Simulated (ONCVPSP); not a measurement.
## What one change does to a pseudopotential (rhodium (Rh), ONCV)

rhodium, optimised norm-conserving Vanderbilt (ONCV), made with ONCVPSP 4.0.1 (LDA (Perdew-Wang 92), scalar-relativistic). Core [Ar] 3d10 4s2, reference 4p6 4d8 5s1. Waves: 5s: rc 2.55 bohr, ncon 4, nbas 8, qcut 2.2 1/bohr, 2 projectors, debl 1.8 Ha; 4p: rc 1.05 bohr, ncon 5, nbas 8, qcut 8.2 1/bohr, 3 projectors, debl 1.7 Ha; 4d: rc 1.60 bohr, ncon 4, nbas 9, qcut 11.9 1/bohr, 2 projectors, debl 2.8 Ha. Local part: polynomial inside 1.00 bohr (lpopt 5, dvloc0 2 Ha). Core correction: none.

In the p channel the program set the typed energies aside and used -1.857, 0.250, 1.950 Ha.

Change: d: qcut 16.7.

Cutoffs: the cutoffs (Ha) at which the residual kinetic energy of the hardest occupied pseudo-wave falls to 1 and 0.1 mHa per electron; they do not see the model core or the augmentation charge, which bear on the density cutoff. Errors are all-electron minus pseudo energies relative to the spin-unpolarised reference configuration.

Problem. Predict the effect on cutoff, ghosts and configuration errors.

Solution. The potential gets harder (64 Ha and 137 Ha → 96 Ha and 137 Ha); the bound ghosts move from p, s to d, p, s; of the 4 tests that both files solve, the error grows in 3 and shrinks in 0 by more than 15 % and 0.3 meV (median size 5.6 → 26.3 meV). The waves are optimised to have the least kinetic energy above qcut, so the cutoff follows it (qcut²/2 in Ha).

```csv
quantity,base,changed
"cutoff, loose",64 Ha,96 Ha
"cutoff, tight",137 Ha,137 Ha
loose cutoff by channel,"s 6.6 Ha, p 64 Ha, d 32 Ha","s 6.6 Ha, p 64 Ha, d 96 Ha"
bound ghosts,"s, p","s, p, d"
GHOST(+) flags under 300 eV,s at 84.9 eV,s at 84.9 eV
"error for 4p6 4d8 5s0, meV [ΔE 7.78 eV]",-8.5,-26
"error for 4p6 4d7 5s0, meV [ΔE 27.55 eV]",+2.6,-2.9
"error for 4p6 4d6 5s0, meV [ΔE 60.29 eV]",+16,-57
"error for 4p6 4d7 5s1 5p1, meV [ΔE 6.63 eV]",-0.8,-27
s: phases at 2.59 bohr within 0.05 rad from the reference energy up to (Ha; the scan ends near 5),2.4,2.4
p: phases at 1.07 bohr within 0.05 rad from the reference energy up to (Ha; the scan ends near 5),to the end of the scan,to the end of the scan
d: phases at 1.62 bohr within 0.05 rad from the reference energy up to (Ha; the scan ends near 5),to the end of the scan,4.2
```

 A true bound ghost makes a file unfit for plane-wave use even where its test errors are small: the radial tests pick states by their node count and pass the ghost by.
